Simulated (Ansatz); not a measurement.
Isomers of C2H7BGeO, relaxed with PBE0-D4/def2-TZVP in Ansatz; electronic energies, one conformer each and not always the lowest. Functionals use def2-TZVPP; CBS adds triple-zeta CCSD(T) − MP2 to the MP2 limit of def2-TZVPP and def2-QZVPP.

Outer-core shells of Ge are correlated without core-valence functions. Scalar relativity is left out up to krypton. Spin–orbit coupling is left out.

Problem. Order them by energy at frozen-core CCSD(T)/CBS, lowest first. (Best estimate.)
A. `BC(=C)[O][GeH3]`
B. `BO[C](=C)[GeH3]`
C. `C[B]1O[CH2][GeH2]1`
D. `B[CH]1C[O][GeH2]1`

Solution. C (0.0 kJ/mol), B (69.7 kJ/mol), D (116.7 kJ/mol), A (146.3 kJ/mol).

Problem. How do MP2/CBS(def2), r2SCAN-D4, B3LYP-D4, PBE-D4 place them (kJ/mol, against `C[B]1O[CH2][GeH2]1`)? (Estimate.)

Solution. Ansatz gave: 
| isomer | MP2/CBS(def2) | r2SCAN-D4 | B3LYP-D4 | PBE-D4 |
| --- | --- | --- | --- | --- |
| `B[CH]1C[O][GeH2]1` | 110.2 | 121.4 | 120.7 | 125.7 |
| `BC(=C)[O][GeH3]` | 151.7 | 146.4 | 129.2 | 154.6 |
| `BO[C](=C)[GeH3]` | 75.3 | 75.4 | 57.8 | 81.7 |

B3LYP here is the variant with VWN-RPA as its local correlation; programs differ in this.
